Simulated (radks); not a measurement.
Task: The lead ion Pb53+, configuration [Ar] 3d10 4s1. Calculated with a radial shooting solver on a logarithmic mesh with Libxc functionals: Dirac Kohn-Sham, relativistic LDA (MacDonald-Vosko exchange, VWN5 correlation), spin-unpolarised, spherical densities, finite nucleus; Fermi nuclear charge, rms radius 5.5012 fm. Some entries of the table are withheld. Estimate them.

orbital,occ.,eigenvalue (Ry),r(max) (bohr),<r> (bohr)
1s1/2,2,-6636.500,0.009899,0.01613
2s1/2,2,(1),0.05758,0.06705
2p1/2,2,-1321.852,0.04209,0.05496
2p3/2,4,-1162.325,0.04975,0.06377
3s1/2,2,-481.0633,0.1603,0.1712
3p1/2,2,-461.9951,0.1490,0.1613
3p3/2,4,-424.6326,0.1639,0.1762
3d3/2,4,-393.9456,0.1265,0.1523
3d5/2,6,-385.7964,0.1306,0.1568
4s1/2,1,-239.2120,(2),0.3366

Result: 
(1) 2s1/2 eigenvalue (Ry): -1364.885
(2) 4s1/2 r(max) (bohr): 0.3354
